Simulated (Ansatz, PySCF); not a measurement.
Si(F)2(NH2)2 (F2H4N2Si), SMILES N[Si](F)(F)N.

Geometry: PBE0-D3(BJ)/def2-SVP. Other conformers were not sampled.

Vertical ionisation energy (IE) and electron affinity (EA) in eV. Rows of orbital energies are one-electron estimates. Where ΔSCF, EOM or ADC give a negative EA the extra electron is unbound and the value depends on the basis.

| level | IE | EA |
|---|---|---|
| −ε(HOMO), −ε(LUMO), ωB97X/def2-TZVP (PySCF) | 10.69 | -2.69 |
| −ε(HOMO), −ε(LUMO), PBE/def2-TZVP (PySCF) | 6.60 | 0.23 |
| ΔSCF, PBE0/def2-SVPD (Ansatz), final states of multiplicity 2 and 2 | 10.51 | -1.36 |
| ΔSCF, PBE/def2-SVPD (Ansatz), final states of multiplicity 2 and 2 | 10.07 | -1.15 |

Q: What vertical singlet–triplet gap does ΔSCF give with PBE0/def2-SVPD (Ansatz, a program for electronic structure) and with PBE/def2-SVPD (Ansatz)? (An estimate is asked for; the answer gives what the named calculation found.)

A: 6.78 and 6.28 eV (triplet above singlet where positive).
